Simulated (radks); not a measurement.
Dynamic dipole polarisability and lines of the indium ion In21+, [Ar] 3d10. Calculated with a radial shooting solver on a logarithmic mesh with Libxc functionals: scalar-relativistic Kohn-Sham, LDA (Slater exchange, Perdew-Wang correlation), spin-unpolarised, spherical densities, finite nucleus; Fermi nuclear charge, rms radius of each element as measured or else 0.836 A^(1/3) + 0.57 fm. Time-dependent linear response with the Hartree and adiabatic LDA kernel, continuum included through the Sternheimer equations, no spin-orbit coupling, so fine structure and intercombination lines are absent. Lines are the poles of the dipole polarisability below minus the highest occupied eigenvalue, found on a grid refined at the orbital gaps; the lowest seven at most are given, and weak or close lines can be missed. The first line takes the name of the lowest orbital gap if no other gap lies below it; otherwise a line is named after a gap within 0.6 % of it, if that gap stands alone.

| photon energy (eV) | alpha (bohr^3) |
|---|---|
| 0 | 0.02115 |
| 49.916 | 0.02126 |
| 149.75 | 0.02218 |
| 249.58 | 0.02453 |
| 349.41 | 0.02974 |
| 449.25 | 0.08122 |
| 549.08 | 0.05922 |
| 648.91 | -0.06709 |
| 748.74 | -0.05662 |
| 848.58 | -0.05349 |
| 948.41 | -0.01668 |

Lines (eV, oscillator strength): 457.08 (2.713 nm, 3d-4p), f = 0.454; 616.73 (2.010 nm, unassigned), f = 3.92; 690.68 (1.795 nm, 3d-5p), f = 0.0611; 743.53 (1.668 nm, 3p-4d), f = 1.13; 763.43 (1.624 nm, unassigned), f = 1.68; 806.51 (1.537 nm, unassigned), f = 0.399. Higher lines, where found, are left out when the end of the mesh affects them. Those listed give 64 % of the static polarisability (sum of f/w^2). Orbital energy gaps for comparison: 3d-4p 453.81 eV; 3d-4f 603.35 eV; 3p-4s 616.06 eV; 3d-5p 689.46 eV; 3p-4d 741.03 eV.
